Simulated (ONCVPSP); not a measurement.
**zinc, ONCV: configuration errors across variants**

* Element: zinc (Zn)
* Generator: ONCVPSP 4.0.1
* Type: optimised norm-conserving Vanderbilt (ONCV)
* Functional: LDA (Perdew-Wang 92)
* Relativity: scalar-relativistic
* Frozen core: [Ne]
* Valence charge: 20
* Reference configuration: 3s2 3p6 3d10 4s2
* Partial waves: 3s+4s: rc 1.20 bohr, ncon 5, nbas 9, qcut 11.2 1/bohr, 2 projectors; 3p: rc 0.80 bohr, ncon 4, nbas 8, qcut 18.8 1/bohr, 2 projectors, debl 2.2 Ha; 3d: rc 0.90 bohr, ncon 4, nbas 8, qcut 19.7 1/bohr, 2 projectors, debl 1.8 Ha
* Local potential: polynomial inside 0.65 bohr (lpopt 1, dvloc0 4 Ha)
* Core correction: Teter function, fcfact 2, rcfact 1.25

In the p channel the program set the typed energies aside and used -3.060, 0.250 Ha.

All-electron excitation energies from the reference (eV): (1) 3s2 3p6 3d10 4s1 10.184; (2) 3s2 3p6 3d10 4s0 28.947; (3) 3s2 3p6 3d9 4s0 69.843; (4) 3s2 3p6 3d10 4s1.5 4.075.

3 further variants failed, have other tests or another functional or relativity, and are left out.

Errors AE − PS in meV (a dash: test not solved or not reliable):

| change | (1) | (2) | (3) | (4) | bound ghosts | GHOST(+) flags above zero |
| --- | --- | --- | --- | --- | --- | --- |
| base | -0.4 | +0.4 | -9.0 | -0.2 | none | none |
| local potential polynomial inside 0.65 bohr (lpopt 4, dvloc0 0 Ha) | -0.4 | +0.4 | -9.0 | -0.2 | none | none |
| local potential polynomial inside 0.65 bohr (lpopt 1, dvloc0 1 Ha) | -0.4 | +0.4 | -9.0 | -0.2 | none | none |
| s: ncon 4, nbas 8 | -0.4 | +0.4 | -9.4 | -0.2 | none | none |

**Question.** Give the same row for: d: qcut 22.4.

**Answer.** -0.4, +0.3, -9.2, -0.2; bound ghosts: none; GHOST(+) flags above zero: none.
